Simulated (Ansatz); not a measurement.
The same group exchange along the group O, S, Se, Te.

Isolated molecules relaxed with PBE0-D4/def2-TZVP in Ansatz; ΔE leaves out vibrations. CBS: MP2 limit from def2 TZ/QZ plus the TZ coupled-cluster correction, frozen cores. This one scheme is used for every species. DFT in def2-TZVPP. Elements past krypton have def2 core potentials. For Se, Te outer-core shells are correlated without core-valence functions, which leaves a few kJ/mol of doubt a bond. Scalar relativity is left out up to krypton. One conformer a species, not always the lowest.

| reaction | PBE-D4 (kJ/mol) | MP2/CBS(def2) (kJ/mol) | ωB97X-V (kJ/mol) |
| --- | --- | --- | --- |
| `O[SiH2][SiH3]` + `BC=C` → `C=CB[SiH2][SiH3]` + H₂O | 63 | 86 | 86 |
| `[SiH3][SiH2]S` + `BC=C` → `C=CB[SiH2][SiH3]` + H₂S | 50 | 70 | 62 |
| `[SiH3][SiH2][SeH]` + `BC=C` → `C=CB[SiH2][SiH3]` + H₂Se | 58 | 81 | 68 |
| `[SiH3][SiH2][TeH]` + `BC=C` → `C=CB[SiH2][SiH3]` + H₂Te | 60 | 86 | 67 |

Give the CCSD(T)/CBS values in the same order. (An estimate is asked.)

Computed: 81, 62, 72, 74 kJ/mol.

Largest T1 diagnostic: 0.013, for `C=CB[SiH2][SiH3]`.
